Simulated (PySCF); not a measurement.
## Spinor energies of Ne⁹⁺ (neon, charge +9)

Start: 1s1; 1s1/2 filled at m_j = +1/2. Calculated with PySCF 2.14 in an uncontracted even-tempered set (15 s from 4.8 bohr⁻², ratio 2.4; 8 p from 6.2 bohr⁻², ratio 2.4; 3 d from 18 bohr⁻², ratio 2.6; 3 f from 27 bohr⁻², ratio 2.6): generalised Hartree-Fock with the X2C-1e Hamiltonian and a Gaussian nucleus; one run each with spin-orbit coupling (SO) switched off, then screened by Boettger's factors.

```json
{"spinor shell": "1s1/2", "electrons": "1", "ε, spin-free (eV)": "-1362.4", "ε, screened SO (eV)": "-1362.4", "weight of nominal j (screened SO)": "1.000", "rms radius, screened SO (bohr)": "0.173"}
```

```tsv
quantity	spin-free	screened SO
E (hartree)	-50.06667	-50.06667
M_J	1/2	1/2
⟨J²⟩	0.750	0.750
⟨L²⟩	0.000	0.000
⟨S²⟩	0.750	0.750
```

Without spin-orbit coupling the j labels of p, d and f shells carry no meaning; the spin-free column gives the mean over the occupied spinors of each nl shell.
